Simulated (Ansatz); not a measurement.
Breaking a bond: MgH, doublet.

Levels: UKS-PBE = unrestricted PBE/def2-TZVP (Ansatz, a quantum-chemistry and plane-wave program); UKS-CAM-B3LYP = unrestricted CAM-B3LYP/def2-TZVP (Ansatz); FCI = full CI/def2-TZVP, frozen core run with Ansatz.

Energies relative to the lowest point of each curve near equilibrium, in kJ/mol; the last columns give the error against full CI:

```
R / Å  UKS-PBE  UKS-CAM-B3LYP    FCI  UKS-PBE − FCI  UKS-CAM-B3LYP − FCI
-----  -------  -------------  -----  -------------  -------------------
1.31     129.0          122.5  128.1            0.9                 -5.6
1.40      71.9           66.5   69.9            2.0                 -3.4
1.48      38.5           34.2   36.3            2.2                 -2.1
1.57      15.4           12.5   13.6            1.8                 -1.1
1.66       3.6            2.2    2.6            1.0                 -0.4
1.68       2.2            1.1    1.4            0.8                 -0.3
1.74       0.0            0.0    0.0            0.0                  0.0
1.79       0.2            1.1    0.9           -0.7                  0.2
1.85       2.5            4.5    4.1           -1.6                  0.4
1.90       5.7            8.6    8.0           -2.4                  0.6
2.00      14.6           19.4   18.6           -4.0                  0.8
2.17      34.3           41.9   40.9           -6.6                  1.0
2.36      58.1           67.8   66.7           -8.6                  1.1
2.61      85.8           96.1   94.1           -8.3                  1.9
2.87     107.1          115.9  110.6           -3.6                  5.3
3.16     121.8          128.5  118.1            3.8                 10.4
3.47     129.6          135.0  120.3            9.3                 14.7
3.82     132.4          138.1  120.7           11.7                 17.4
4.26     133.2          139.5  120.6           12.6                 18.9
4.69     133.4          140.0  120.6           12.9                 19.5
5.25     133.6          140.2  120.5           13.0                 19.7
6.08     133.7          140.3  120.5           13.2                 19.8
6.94     133.8          140.3  120.6           13.3                 19.8
```

UKS-PBE is furthest from FCI at 6.94 (13.3 kJ/mol, above); its mean absolute error over the points is 5.8 kJ/mol.

UKS-CAM-B3LYP is furthest from FCI at 6.94 (19.8 kJ/mol, above); its mean absolute error over the points is 7.1 kJ/mol.
